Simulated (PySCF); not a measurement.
# Cd²⁺ (cadmium, charge +2) across methods

[Kr] 4d10, closed-shell 1S. All numbers are calculated (PySCF 2.14, scalar relativity by spin-free X2C-1e, in x2c-TZVPPall with one added diffuse shell each of s, p, d, f type (9s7p7d3f1g, 95 functions)).

| method | E (hartree) | mean ε 4s (eV) | mean ε 4p (eV) | mean ε 4d (eV) | Σ⟨r²⟩ (bohr²) | ⟨S²⟩ |
| --- | --- | --- | --- | --- | --- | --- |
| BP86 | -5593.64 | -124.73 | -85.935 | -30.510 | 29.52 | 0.000 |
| PBE | -5592.58 | -124.63 | -85.856 | -30.426 | 29.57 | 0.000 |
| wB97M-V | -5592.63 | -133.14 | -93.025 | -35.136 | 29.47 | 0.000 |
| LDA | -5587.31 | -124.65 | -85.972 | -30.692 | 29.62 | 0.000 |
| PBE0 | -5592.67 | -130.63 | -90.536 | -32.602 | 29.38 | 0.000 |
| TPSSh | -5592.79 | -127.65 | -88.119 | -31.226 | 29.43 | 0.000 |
| r2SCAN | -5593.01 | -127.48 | -87.800 | -30.729 | 29.34 | 0.000 |
| UHF | -5590.47200 | -147.38 | -103.37 | -38.054 | 29.15 | 0.000 |
| BHandHLYP | -5593.00 | -136.54 | -95.106 | -34.698 | 29.38 | 0.000 |
